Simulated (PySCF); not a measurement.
## Relaxation of singlet TcSCl

All numbers come from PBE0 in PySCF with Tc def2-SVP with ECP28, S def2-SVP, Cl def2-SVP; scalar-relativistic core potentials, no spin–orbit coupling; density-fitted integrals. A (50,194) grid was used.

A hand-made linear start, of C∞v symmetry, held to at least that symmetry:

```xyz
3
charge 0 multiplicity 1, angstrom
Tc    0.0000    0.0000   -0.0661
S     0.0000    0.0000   -2.2061
Cl    0.0000    0.0000    2.2039
```

At each step, columns x, y, z (Å) and Fx, Fy, Fz (eV/Å):

```
step 0  E − E(last) = 10.17 kJ/mol
Tc   0.000   0.000  -0.066   0.000   0.000  -2.166
S    0.000   0.000  -2.206   0.000   0.000   2.275
Cl   0.000   0.000   2.204   0.000   0.000  -0.109
step 1  E − E(last) = 0.09 kJ/mol
Tc   0.000   0.000  -0.096   0.000   0.000  -0.012
S    0.000   0.000  -2.145   0.000   0.000  -0.141
Cl   0.000   0.000   2.172   0.000   0.000   0.153
step 2  E − E(last) = 0.00 kJ/mol
Tc   0.000   0.000  -0.097   0.000   0.000  -0.059
S    0.000   0.000  -2.150   0.000   0.000   0.026
Cl   0.000   0.000   2.179   0.000   0.000   0.033
step 3  E − E(last) = 0.00 kJ/mol
Tc   0.000   0.000  -0.098   0.000   0.000  -0.004
S    0.000   0.000  -2.150   0.000   0.000   0.002
Cl   0.000   0.000   2.180   0.000   0.000   0.002
```

It ends at C∞v with Tc–Cl 2.277 Å, Tc–S 2.053 Å; Cl–Tc–S 180.0°. A frequency run shows 2 imaginary modes (one degenerate set), down to 55i cm⁻¹, so it is a higher-order saddle point. Other isomers or separated fragments may lie lower.

Stability towards spin polarisation was not tested.
